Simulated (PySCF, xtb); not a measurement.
Si(H)(Me)2(OH) (C2H8OSi), SMILES C[SiH](C)O. The values are those of a single conformer.

Harmonic wavenumbers (cm⁻¹) from GFN2-xTB (xtb) at its own minimum, in rising order: 106, 120, 185, 190, 246, 248, 618, 647, 676, 748, 787, 794, 821, 835, 844, 908, 1382, 1384, 1491, 1495, 1496, 1501, 2283, 3018, 3022, 3040, 3042, 3054, 3057, 3670.

Q: What does PBE-D3(BJ)/def2-SVP in PySCF 2.14.0 give at its own minimum? (Estimate from the structure and the level; the computed values follow.)

A: 140, 158, 164, 198, 255, 258, 591, 618, 664, 696, 747, 775, 834, 871, 871, 910, 1214, 1219, 1377, 1377, 1385, 1392, 2177, 2968, 2969, 3061, 3063, 3076, 3076, 3766. Paired by order, the mean absolute difference is 52 cm⁻¹ and the zero-point energies are 59.6 and 58.4 kcal/mol.
